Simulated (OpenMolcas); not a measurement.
V4+ among 8 point charges of -1.6 e arranged as a cube (Oh).

| Quantity | Value |
| --- | --- |
| Program | OpenMolcas 26.06 |
| Method | SS-CASPT2, IPEA 0.25 Eh, imaginary shift 0.1 Eh (closed shells correlated: 3s 3p) |
| Basis | ANO-RCC-VDZP [5s4p2d1f] |
| Scalar Hamiltonian | DKH2, point nucleus |
| Active space | 1 electron in 5 orbitals (3d) |
| State averaging | 2S+1 = 2 even, 5 roots |
| Spin-orbit coupling | RASSI with atomic mean-field integrals over the reference wave functions |

All point charges move together. At R = 1.85 Å |10Dq| is 4262 cm-1, and at R = 2.03 Å it is 2735 cm-1.

Q: A third run gives 1615 cm-1. What distance was it run at?

A: With a power law R^-n the two known points give n = -ln(2735 / 4262) / ln(2.03 / 1.85) = 4.78. Then R = 1.85 × (4262 / 1615)^(1/4.78) = 2.266 Å. The run was at 2.27 Å, so the estimate is off by -0.004 Å.

Roots that are degenerate in the reference are averaged as groups; the widest CASPT2 spread within a group is 17 cm-1 (the 2-fold group of multiplicity 2 near 0 cm-1 above the lowest state of its run, R = 2.27). Shifts and gaps below about the spread of the groups concerned are not significant. An orbital doublet at a regular site is open to a Jahn-Teller distortion, which this geometry leaves out. The ground term spreads over less than 5000 cm-1, several times less than with real ligands, so orbital moments are less quenched and χT lies further from the spin-only value than at real sites. Free-ion shares, where given, are those of the reference states; single-state CASPT2 does not remix them. Point charges carry no covalency, so the field is a model and not that of real ligands. No measured value stands beside these numbers.
